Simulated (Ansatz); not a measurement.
## Which isomer of C2H3BCl2 gives these data?

These gas-phase data were calculated for one isomer of C2H3BCl2 at PBE0-D4/def2-SVP (harmonic, unscaled wavenumbers; equilibrium rotational constants with average atomic masses):

```
rotational constants            : 27.82, 0.8597, 0.8339 GHz
all wavenumbers above 1500 cm⁻¹ : 3219, 3202, 2649, 1649
```

Candidates:

(1) `C=CB(Cl)Cl`, a singlet
(2) `ClB/C=C/Cl`, a singlet

Question: Assign the data to one candidate and say why.

Answer: Candidate (2). The band at 2649 cm⁻¹ lies where the B–H stretch is expected; (1) has no mode between 2350 and 2900 cm⁻¹.

The same quantities for all candidates:

```tsv
	rotational constants (GHz)	wavenumbers above 1500 cm⁻¹	E above the lowest, PBE0-D4/def2-SVP (kcal/mol)
(1)	3.695, 2.402, 1.456	3257, 3183, 3154, 1692	0.0
(2)	27.82, 0.8597, 0.8339	3219, 3202, 2649, 1649	33.8
```

Harmonic stretches to hydrogen usually lie a few per cent above observed fundamentals. Each candidate is one conformer. Programs: Ansatz 0.2.0.
